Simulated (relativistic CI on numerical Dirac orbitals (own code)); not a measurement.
# Hyperfine structure of Pr XLII, mass number 141

Calculated at this level of theory: Dirac-Coulomb-Breit CI, orbitals from a KLI potential per configuration, model QED, unscaled Slater integrals (own radial code, finite nucleus).

Configurations in the expansion (outside the closed core [Ne]): 3s2.3p6, 3s2.3p5.3d, 3s.3p6.3d, 3s2.3p5.4s, 3s2.3p5.4p, 3s2.3p5.4d, 3p6.3d.4p, 3s.3p6.4s, 3p6.3d2, 3p5.3d3, 3p5.3d2.4s, 3p5.3d2.4p, 3p5.3d2.4d, 3p6.3d.4s, 3p5.3d.4s2, 3p5.3d.4s.4p, 3p5.3d.4s.4d. Double excitations out of closed p, d and f shells are left out; levels of such configurations are missing from the list, as are those of other unlisted configurations, and high levels can miss mixing partners.

Nuclear spin I = 5/2, μ = 4.266 μN, Q = -0.0589 b (tables of Stone and Pyykkö). The electronic factors are computed for point nuclear moments, without core polarisation or the Bohr-Weisskopf and QED corrections.

```
           Level   E (eV)  A (GHz)  B (GHz)
3s2.3p5.3d 3P°_1  183.094    95.04    -2.67
3s2.3p5.3d 3F°_3  188.308    119.6     8.86
3s2.3p5.3d 3D°_2  191.074    118.4     0.88
3s2.3p5.3d 3F°_4  209.283    79.91     8.23
3s2.3p5.3d 3D°_3  222.127    70.16     -3.8
3s2.3p5.3d 3F°_2  302.465    336.1    -2.77
3s2.3p5.3d 1P°_1  335.673   -168.9   -0.591
  3s.3p6.3d 3D_1  458.652   -783.2   -0.921
```

Levels with J = 0, under 50 % of one LS term, or S terms without an open s electron are left out. Small factors come from cancelling terms and can be off by tens of per cent or more.

At this charge energies of transitions that change n are usually good to better than 1 %, and those within a shell (Δn = 0) to a few per cent.

(1) Give the hyperfine levels of 3s2.3p5.3d 3F°_3 relative to its centre of gravity.

Answers

(1) With K = F(F + 1) − I(I + 1) − J(J + 1), E = AK/2 + B[¾K(K + 1) − I(I + 1)J(J + 1)]/[2I(2I − 1)J(2J − 1)]: F = 1/2: -1191, F = 3/2: -1014, F = 5/2: -717.8, F = 7/2: -301.7, F = 9/2: 236.6, F = 11/2: 899.3 GHz.

LS names give the leading component of a level, which can be under half, so a name can repeat, a term be missing and a line seem to break the LS rules.
